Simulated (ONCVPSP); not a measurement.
**Varying the ONCV potential for tantalum**

Base potential:

```
Element                 : Ta
Generator               : ONCVPSP 4.0.1
Type                    : optimised norm-conserving Vanderbilt (ONCV)
Functional              : PW91
Relativity              : scalar-relativistic
Frozen core             : [Kr] 4d10 4f14
Valence charge          : 13
Reference configuration : 5s2 5p6 5d4 6s1
Partial waves           : 5s+6s: rc 1.75 bohr, ncon 4, nbas 7, qcut 8.8 1/bohr, 2 projectors; 5p: rc 1.80 bohr, ncon 4, nbas 7, qcut 9.5 1/bohr, 2 projectors, debl 2.1 Ha; 5d: rc 2.25 bohr, ncon 4, nbas 9, qcut 6.5 1/bohr, 2 projectors, debl 1.5 Ha
Local potential         : polynomial inside 1.25 bohr (lpopt 5, dvloc0 1 Ha)
Core correction         : Teter function, fcfact 2.75, rcfact 1
```

Cutoffs, loose and tight: the cutoffs (Ha) at which the residual kinetic energy of the hardest occupied pseudo-wave falls to 1 and 0.1 mHa per electron. They do not see the model core or the augmentation charge, which bear on the density cutoff. Test errors are all-electron minus pseudo excitation energies from the reference, over the configurations 5s2 5p6 5d3 6s2; 5s2 5p6 5d3 6s1; 5s2 5p6 5d3 6s0; 5s2 5p6 5d4 6s0. A dash means not determined; rows that change the core or the reference have their own tests.

```csv
change,outcome,"cutoff, loose","cutoff, tight",bound ghosts,GHOST(+) flags above zero,largest test error (meV)
base,generated,25 Ha,31 Ha,none,s,+3.3
"s: rc 1.2; local potential polynomial inside 1.20 bohr (lpopt 5, dvloc0 1 Ha)","failed: ERROR pspot: first pseudo wave function has node, program will stop",–,–,–,–,–
s: rc 1.44,"failed: ERROR pspot: first pseudo wave function has node, program will stop",–,–,–,–,–
s: rc 1.64,generated,25 Ha,31 Ha,none,s,+3.6
s: rc 1.74,generated,25 Ha,31 Ha,none,s,+3.4
s: rc 1.92,generated,25 Ha,31 Ha,none,s,+3.0
s: rc 2.14,generated,25 Ha,31 Ha,none,s,+2.1
s: rc 2.38,generated,25 Ha,31 Ha,none,none,-2.5
s: rc 2.54,generated,25 Ha,31 Ha,none,s,-2.8
```

Reading the sweep of the s radius (base included, trends over the rows without a ghost): The loose cutoff stays near 25 Ha. The median size of the test errors (rows with all tests solved) stays near 1.4 meV. The generation fails at 1.2, 1.44 bohr.
